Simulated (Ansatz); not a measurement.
`[SiH3]N[SiH2]Br` + `C=N` → `C=N[SiH2]N[SiH3]` + HBr at 500 K and 1 bar (ligand exchange at the Si–Br bond).

Program: Ansatz. Geometries: PBE0-D4/def2-TZVP. ΔE: electronic, gas phase. CBS: MP2 limit from def2 TZ/QZ plus the TZ coupled-cluster correction, frozen cores. This one scheme is used for every species. For Br outer-core shells are correlated without core-valence functions, which leaves a few kJ/mol of doubt a bond. Scalar relativity is left out up to krypton. Each species was taken in one conformer, which may not be the lowest.

```
           species  CCSD(T)/CBS energy (Eh)  H − E (kJ/mol)  S (J/(mol·K))
 `[SiH3]N[SiH2]Br`              -3209.88376           205.1          431.6
             `C=N`                -94.52360           124.2          249.5
`C=N[SiH2]N[SiH3]`               -730.46493           290.5          458.8
               HBr              -2573.91920            30.5          213.7
```

H − E and S are ideal-gas, rigid-rotor, harmonic terms from PBE0-D4/def2-TZVP, for one conformer and one mirror image of each species. 1 Eh = 2625.50 kJ/mol, R = 8.31446 J/(mol·K).

By hand: ΔE, ΔH, ΔS and ΔG.

ΔE = (-730.46493) + (-2573.91920) − (-3209.88376) − (-94.52360) = 0.02323 Eh = 61.0 kJ/mol. Δ(H − E) = 290.5 + 30.5 − 205.1 − 124.2 = -8.3, so ΔH = 52.7 kJ/mol. ΔS = 458.8 + 213.7 − 431.6 − 249.5 = -8.6 J/(mol·K). ΔG = 52.7 − 500 × (-8.6)/1000 = 57.0 kJ/mol.

By hand: the equilibrium constant, and the temperature at which ΔG would vanish if ΔH and ΔS stayed fixed.

log₁₀ K = −ΔG/(RT ln 10) = -6.0. ΔH and −TΔS have one sign here, so there is no such temperature.

The number of gas molecules stays the same, so ΔS is small and ΔH decides. A doubt of 5 kJ/mol in ΔE shifts log₁₀ K by 0.5 here. Other conformers and mirror images would add mixing entropy, several J/(mol·K) or more a flexible species. Modes under 60 cm⁻¹, often nearly free rotors, make the harmonic entropy too high. These are equilibria of isolated gas molecules and say nothing of rates. Largest T1 diagnostic: 0.012 (customary marks: 0.02 for closed shells, 0.045 for open ones).

ΔS is within the doubt of such terms, so its sign, and with it that verdict, could turn.
